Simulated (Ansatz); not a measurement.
Gas-phase electronic energies from Ansatz, PBE0-D4/def2-TZVP geometries. CCSD(T)/CBS is the MP2 limit (def2-TZVPP, def2-QZVPP) plus CCSD(T) − MP2 in def2-TZVPP, frozen cores. DFT in def2-TZVPP. B3LYP here is the variant with VWN-RPA as its local correlation; programs differ in this. For Br outer-core shells are correlated without core-valence functions, which leaves a few kJ/mol of doubt a bond. Scalar relativity is left out up to krypton. One conformer a species, not always the lowest.

Consider the redistribution: `C=NB(F)Br` + `[SiH3]C1BO1` → `C=NB(F)[SiH3]` + `BrC1BO1`.

(1) Is it downhill or uphill in electronic energy at CCSD(T)/CBS, and by how much? (An estimate is asked.)

(2) What do these levels give: r2SCAN-D4, B3LYP-D4, B3LYP, MP2/def2-TZVPP, SCS-MP2/def2-TZVPP, CCSD(T)/def2-TZVPP? (Estimate.)

Largest T1 diagnostic among the species: 0.016.

Results:

(1) Ansatz gave: Uphill: ΔE = +31.8 kcal/mol.

(2) The calculation gave: r2SCAN-D4 30.4, B3LYP-D4 29.9, B3LYP 29.6, MP2/def2-TZVPP 33.2, SCS-MP2/def2-TZVPP 32.6, CCSD(T)/def2-TZVPP 31.3 kcal/mol.

From PBE to PBE0 (25 % exact exchange), in def2-TZVPP and without D4, ΔE moves by +2.2 kcal/mol. In def2-TZVPP, CCSD(T) changes the Hartree–Fock value by −3.3 kcal/mol (the triples alone add −0.5 kcal/mol) and MP2 by −1.4 kcal/mol.
